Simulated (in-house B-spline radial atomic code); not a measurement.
Nd II (Nd+): [Xe] 4f3 6s1 10d1 (an excited or competing configuration)

All numbers are computed (Dirac-Hartree-Fock, average of configuration; Fermi nucleus of rms radius 4.9123 fm) with a B-spline radial code for spherical atoms, not measured.

Effective charges: Z_r = [3n² - l(l+1)]/(2<r>) from the radius, Z_e = n√(-2ε) from the energy, and Slater's rules. Values are occupation-weighted means over j. An effective charge above Z reflects the relativistic contraction of the inner shells.

| shell | electrons | ε (eV) | <r> (bohr) | Z_r | Z_e | Slater |
| --- | --- | --- | --- | --- | --- | --- |
| 1s | 2 | -43843 | 0.02363 | 63.49 | 56.77 | 59.70 |
| 2s | 2 | -7221.2 | 0.1004 | 59.77 | 46.08 | 55.85 |
| 2p | 6 | -6467.1 | 0.08856 | 56.46 | 43.60 | 55.85 |
| 3s | 2 | -1632.5 | 0.2649 | 50.97 | 32.86 | 48.75 |
| 3p | 6 | -1387.5 | 0.2631 | 47.51 | 30.30 | 48.75 |
| 3d | 10 | -1039.1 | 0.2412 | 43.53 | 26.22 | 38.85 |
| 4s | 2 | -363.57 | 0.606 | 39.60 | 20.68 | 32.25 |
| 4p | 6 | -279.96 | 0.6406 | 35.91 | 18.14 | 32.25 |
| 4d | 10 | -155.96 | 0.7049 | 29.79 | 13.54 | 20.85 |
| 5s | 2 | -69.146 | 1.459 | 25.71 | 11.27 | 11.70 |
| 5p | 6 | -45.337 | 1.666 | 21.90 | 9.13 | 11.70 |
| 4f | 3 | -31.44 | 0.9436 | 19.08 | 6.08 | 13.30 |
| 6s | 1 | -16.606 | 3.654 | 14.78 | 6.63 | 4.20 |
| 10d | 1 | -0.96441 | 40.96 | 3.59 | 2.66 | 2.00 |

The least bound orbital is 10d5/2 at -0.9632 eV, and it is also the most diffuse (<r> = 41.01 bohr).

Spin-orbit splittings of the orbital energies (j = l + 1/2 above j = l - 1/2 when positive): 2p 521.6 eV, 3p 106.4 eV, 3d 22.69 eV, 4p 23.37 eV, 4d 4.201 eV, 5p 3.563 eV, 4f 0.4134 eV, 10d 0.003104 eV.

For the 1s electron the small component carries 4.95 % of the norm, the zero-frequency Breit interaction raises the level by 122.3 eV, self-energy by 72 eV, and vacuum polarisation lowers it by 11.05 eV.
